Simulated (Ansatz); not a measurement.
Computed with Ansatz on PBE0-D4/def2-TZVP structures; ΔE is electronic, products minus reactants. CCSD(T)/CBS is the MP2 limit (def2-TZVPP, def2-QZVPP) plus CCSD(T) − MP2 in def2-TZVPP, frozen cores. This one scheme is used for every species. DFT in def2-TZVPP. Elements past krypton have def2 core potentials. For Ge, Sn outer-core shells are correlated without core-valence functions, which leaves a few kJ/mol of doubt a bond. Scalar relativity is left out up to krypton.

Reaction (redistribution): `[Cl][SnH2][GeH3]` + `FC1BS1` → `[F][SnH]([Cl])[GeH3]` + `B1CS1`

```json
{"species": "`[Cl][SnH2][GeH3]`", "ωB97X-V energy (Eh)": "-2754.28476"}
{"species": "`FC1BS1`", "ωB97X-V energy (Eh)": "-562.13878"}
{"species": "`[F][SnH]([Cl])[GeH3]`", "ωB97X-V energy (Eh)": "-2853.58343"}
{"species": "`B1CS1`", "ωB97X-V energy (Eh)": "-462.89431"}
```

(1) Work out ΔE.

Largest T1 diagnostic among the species: 0.016.

Answers

(1) ΔE = (-2853.58343) + (-462.89431) − (-2754.28476) − (-562.13878) = -0.05420 Eh = -1.47 eV. CCSD(T)/CBS gives -1.57 eV.

At CCSD(T), def2-SVP lies +0.22 eV from the extrapolated value and def2-TZVPP +0.10 eV. Leaving LDA and LC-ωPBE aside and taking each functional with its dispersion term where it has one, the values, not all of them listed here, spread over 0.12 eV, from B2PLYP to PBE-D4. LDA lies +0.17 eV from PBE without D4.
